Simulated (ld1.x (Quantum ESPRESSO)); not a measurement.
**chlorine ultrasoft: all-electron and pseudo phase curves**

ld1.x (Quantum ESPRESSO) 7.5 input, shortened:

```
&input
   title='Cl', zed=17., rel=0, dft='PW91', iswitch=3,
   config='[Ne] 3s2 3p5 3d-2'
 /
 &inputp
   pseudotype=3, tm=.true., lloc=-1, rcloc=1.10,
   nlcc=.true., new_core_ps=.true., rcore=0.90,
   which_augfun='PSQ', rmatch_augfun_nc=.true.
 /
6
3S  1  0   2.00   0.00  1.15  1.45  0.0
3S  1  0   0.00   0.90  1.15  1.45  0.0
3P  2  1   5.00   0.00  1.25  1.65  0.0
3P  2  1   0.00   0.80  1.25  1.65  0.0
3D  3  2  -2.00   0.05  1.00  1.30  0.0
3D  3  2  -2.00   1.75  1.00  1.30  0.0
 &test
   configts(1)='3s2 3p5'
 /
```

The phase is arctan(r·u′/u) with u = r·R(r), unwrapped; energies in Ry, scanned from -4 to 5 Ry. A pole is an energy at which the radial function vanishes at the test radius. The pseudo phase is shifted by a multiple of π to meet the all-electron one at the reference energy, and phase errors are pseudo minus all-electron; the curves can meet again beyond the range given. Levels narrower than the energy grid can be missing from the lists of poles.

```
channel  radius (bohr)  reference energy (Ry)  poles, all-electron  poles, pseudo  unbroken range about the reference energy with phases within 0.05 rad  phase error 1 Ry above the reference energy (rad)
      s           1.80                  -1.51                 0.73           0.73                                                        the whole range                                             -0.000
      p           1.80                  -0.64                 2.01           2.01                                                        the whole range                                             -0.000
      d           1.80                   0.05                 3.43           3.43                                                        the whole range                                             +0.000
```

Phases in the d channel:

```tsv
E (Ry)	all-electron	pseudo
-4.00	1.298	1.298
-3.52	1.281	1.281
-3.04	1.260	1.260
-2.56	1.234	1.234
-2.08	1.201	1.201
-1.60	1.157	1.157
-1.12	1.095	1.095
-0.64	1.000	1.000
-0.16	0.838	0.838
0.32	0.523	0.523
0.80	-0.090	-0.090
1.28	-0.774	-0.774
1.76	-1.156	-1.156
2.24	-1.349	-1.349
2.72	-1.463	-1.463
3.20	-1.541	-1.541
3.68	-1.600	-1.600
4.16	-1.650	-1.650
4.64	-1.697	-1.697
```
